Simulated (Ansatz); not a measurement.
CH7FSiSn can be A, `C[SiH2][SnH2][F]`, or B, `F[CH]([SiH3])[SnH3]`.

Computed with Ansatz on PBE0-D4/def2-TZVP structures; ΔE is electronic, products minus reactants. CBS: MP2 limit from def2 TZ/QZ plus the TZ coupled-cluster correction, frozen cores. DFT in def2-TZVPP. B3LYP here is the variant with VWN-RPA as its local correlation; programs differ in this. def2 core potentials past Kr. For Sn outer-core shells are correlated without core-valence functions, which leaves a few kJ/mol of doubt a bond. Each species was taken in one conformer, which may not be the lowest.

A:

```xyz
11

C    -0.960   -1.304   -0.736
Si    0.636   -0.329   -0.718
Sn    0.572    1.365    1.209
F    -1.228    2.078    1.084
H    -1.815   -0.629   -0.805
H    -0.985   -1.985   -1.591
H    -1.066   -1.894    0.176
H     0.826    0.430   -1.983
H     1.820   -1.211   -0.526
H     0.632    0.728    2.795
H     1.567    2.750    1.096
```

B:

```xyz
11

F    -0.810   -1.773    0.467
C    -0.695   -0.465   -0.024
Si   -0.590    0.758    1.407
Sn    1.014   -0.398   -1.374
H    -1.587   -0.261   -0.630
H    -1.784    0.669    2.287
H    -0.507    2.119    0.808
H     0.634    0.497    2.206
H     2.451   -0.518   -0.463
H     0.988    1.080   -2.229
H     0.886   -1.708   -2.456
```

(1) Which isomer does CCSD(T)/CBS put lower? Give the gap. (Best estimate.)

(2) Give E(B) − E(A) in kJ/mol with CCSD/def2-TZVPP, B2PLYP, MP2/def2-TZVPP, B3LYP-D4, HF/def2-TZVPP, PBE-D4, ωB97M-V. (Best estimate.)

Largest T1 diagnostic: 0.013.

Answers

(1) The calculation gave: A, by 229.2 kJ/mol.

(2) Computed: CCSD/def2-TZVPP 217.9, B2PLYP 227.0, MP2/def2-TZVPP 226.7, B3LYP-D4 223.9, HF/def2-TZVPP 226.0, PBE-D4 224.6, ωB97M-V 220.8. None reverses the order clearly.
